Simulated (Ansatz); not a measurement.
Two isomers of C2H5NSeSi: A = `C1=N[SiH2]C[Se]1`, B = `N=C=C([SiH3])[SeH]`.

Computed with Ansatz on PBE0-D4/def2-TZVP structures; ΔE is electronic, products minus reactants. CBS: MP2 limit from def2 TZ/QZ plus the TZ coupled-cluster correction, frozen cores. DFT in def2-TZVPP. B3LYP here is the variant with VWN-RPA as its local correlation; programs differ in this. For Se outer-core shells are correlated without core-valence functions, which leaves a few kJ/mol of doubt a bond. Scalar relativity is left out up to krypton. One conformer a species, not always the lowest.

A:

Z-matrix (Å, degrees):
```
Si
N 1 1.746
C 1 1.899 2 103.3
H 1 1.485 2 110.2 3 119.8
H 1 1.485 2 110.2 3 -119.7
C 2 1.256 1 114.8 3 0.3
Se 3 1.948 1 105.5 2 -0.4
H 3 1.090 1 112.5 2 -118.5
H 3 1.090 1 112.5 2 117.8
H 6 1.094 2 123.2 1 179.9
```

B:

```xyz
10

N    -2.2278    1.0788    0.7100
C    -1.0939    0.7358    0.4511
C     0.1084    0.4214    0.0407
Si    0.4753   -1.0667   -0.9949
Se    1.5220    1.6474    0.4755
H    -2.6421    0.7699    1.5839
H     1.0349   -0.6478   -2.3048
H    -0.7755   -1.8444   -1.1997
H     1.4798   -1.9151   -0.3013
H     2.1188    0.8208    1.5394
```

Which is lower in electronic energy at CCSD(T)/CBS, and by how much? (Estimate.)

Computed: A, by 177.2 kJ/mol.

Give E(B) − E(A) in kJ/mol with CCSD/def2-TZVPP, B3LYP-D4, CCSD(T)/def2-TZVPP, ωB97M-V, HF/def2-TZVPP, r2SCAN-D4, PBE-D4. (Estimate.)

The calculation gave: CCSD/def2-TZVPP 170.3, B3LYP-D4 156.2, CCSD(T)/def2-TZVPP 172.3, ωB97M-V 166.8, HF/def2-TZVPP 150.6, r2SCAN-D4 167.4, PBE-D4 163.4. None reverses the order clearly.

Largest T1 diagnostic: 0.014.

The D4 term adds +5.3 kJ/mol with B3LYP and +2.2 kJ/mol with PBE0; it sums over pairs of atoms, weighted by their polarisabilities, and B3LYP, whose exchange is more repulsive, gets the larger term. In def2-TZVPP, CCSD(T) changes the Hartree–Fock value by +21.7 kJ/mol (the triples alone add +2.0 kJ/mol) and MP2 by +27.7 kJ/mol.
